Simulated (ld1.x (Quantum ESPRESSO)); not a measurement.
## rhodium (Rh), ultrasoft: configuration errors across variants

- Element: rhodium
- Generator: ld1.x (Quantum ESPRESSO) 7.5
- Type: ultrasoft
- Functional: PBE
- Relativity: scalar-relativistic
- Frozen core: [Kr]
- Valence charge: 9
- Reference configuration: 4d8 5s1 5p0
- Partial waves: 5s (bound): rcut 2.10, rcutus 2.90 bohr; 5s channel at 0.9 Ry: rcut 2.10, rcutus 2.90 bohr; 5p (bound, empty): rcut 3.15, rcutus 4.20 bohr; 5p channel at 0.55 Ry: rcut 3.15, rcutus 4.20 bohr; 4d (bound): rcut 1.30, rcutus 1.75 bohr; 4d channel at -0.1 Ry: rcut 1.30, rcutus 1.75 bohr
- Local potential: all-electron potential smoothed inside 2.40 bohr (lloc = -1)
- Core correction: none
- Augmentation charge: built from norm-conserving waves at rcut, not smoothed further

All-electron excitation energies from the reference (eV): (1) 4d8 5s0 5p0 7.460; (2) 4d7 5s0 5p0 26.971; (3) 4d6 5s0 5p0 59.476; (4) 4d8.5 5s0.5 5p0 -0.631; (5) 4d7 5s1 5p1 6.619; (6) 4d8 5s0.5 5p0 2.919; (7) 4d5 5s0 5p0 106.423.

The overlap operator is not positive definite (basis up to 400 Ry) in “all radii scaled by about 1.33 (s 3.86, p 5.60, d 2.34 bohr, rcut 2.80/4.20/1.74); local potential all-electron potential smoothed inside 3.20 bohr (lloc = -1)”, “all radii scaled by about 1.37 (s 3.98, p 5.78, d 2.40 bohr, rcut 2.88/4.32/1.78); local potential all-electron potential smoothed inside 3.30 bohr (lloc = -1)”. Such files are unfit for use, however small their errors in these radial tests.

2 further variants failed, have other tests or too few solved ones, and are left out.

A true bound ghost makes a file unfit for plane-wave use even where its test errors are small: the radial tests pick states by their node count and pass the ghost by.

Errors AE − PS in meV (a dash: test not solved or not reliable):

```csv
change,(1),(2),(3),(4),(5),(6),(7),bound ghosts
base,+8.7,+45,-26,-9.3,-51,+1.0,-320,none
"all radii scaled by about 0.81 (s 2.34, p 3.40, d 1.42 bohr, rcut 1.70/2.54/1.04); local potential all-electron potential smoothed inside 1.94 bohr (lloc = -1)",+9.3,+23,-84,-5.7,-48,+2.0,-427,s
"all radii scaled by about 1.18 (s 3.42, p 4.96, d 2.06 bohr, rcut 2.48/3.72/1.54); local potential all-electron potential smoothed inside 2.84 bohr (lloc = -1)",+6.2,+48,-25,–,-18,–,-341,none
"all radii scaled by about 1.27 (s 3.66, p 5.32, d 2.22 bohr, rcut 2.66/3.98/1.64); local potential all-electron potential smoothed inside 3.04 bohr (lloc = -1)",+6.2,+45,-42,–,–,–,–,p
"all radii scaled by about 1.33 (s 3.86, p 5.60, d 2.34 bohr, rcut 2.80/4.20/1.74); local potential all-electron potential smoothed inside 3.20 bohr (lloc = -1)",+6.5,+40,-65,–,–,–,–,not determined (overlap not positive)
"all radii scaled by about 1.37 (s 3.98, p 5.78, d 2.40 bohr, rcut 2.88/4.32/1.78); local potential all-electron potential smoothed inside 3.30 bohr (lloc = -1)",+6.9,+32,-88,–,-151,–,–,not determined (overlap not positive)
```

Problem. Give the same row for: all radii scaled by about 0.91 (s 2.64, p 3.84, d 1.60 bohr, rcut 1.92/2.88/1.18); local potential all-electron potential smoothed inside 2.18 bohr (lloc = -1).

Solution. +13, +39, -46, -7.0, -52, +1.8, -357; bound ghosts: none.
